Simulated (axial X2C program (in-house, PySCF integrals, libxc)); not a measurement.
Estimating the spin–orbit splitting of the π levels of CaO

Calculated with an axial X2C code built on PySCF integrals. Spin-free means the one-electron spin-free X2C Hamiltonian; two-component (2c) means X2C with spin–orbit coupling and atomic mean-field two-electron Coulomb and Gaunt terms, so the difference of the two also holds small scalar two-electron terms. Basis: Ca dyall-cv3z [11s12p6d4f], O dyall-av3z [7s6p3d2f] (cores contracted in-house); Gaussian nuclei, density fitting, unrestricted open shells. Masses: Ca 39.963 u, O 15.995 u.

Hartree–Fock at 1.796 Å, closed shell. Valence p splittings ε(p3/2) − ε(p1/2) of spherical Dirac–Hartree–Fock atoms with fractionally filled p shells: O 2p 0.038 eV.

| filled π level (eV), spin-free | O p share | Ca p share |
| --- | --- | --- |
| -7.80 | 0.80 | 0.04 |

Q: In first order a p shell splits by 3ζ/2 and a π orbital by ζ. Estimate the splitting of each π level from the shares.

A: level -7.80 eV: (2/3) × (0.80 × 0.038) = 0.02 eV.

The two-component Hartree–Fock calculation gives:

```
ε(ω = 1/2) (eV)  σ share of it  ε(ω = 3/2) (eV)  splitting (eV)  estimate (eV)
         -7.812           0.06           -7.788            0.02           0.02
```

The estimate leaves out the mixing of π1/2 with σ1/2 levels, which pushes the ω = 1/2 spinor up or down, the d and f parts of the orbital, small shares of the strongly split outer-core p shell of a metal, the Gaunt term (absent from the atomic values), and the change of the atomic p orbitals with charge; Löwdin shares depend on the basis.
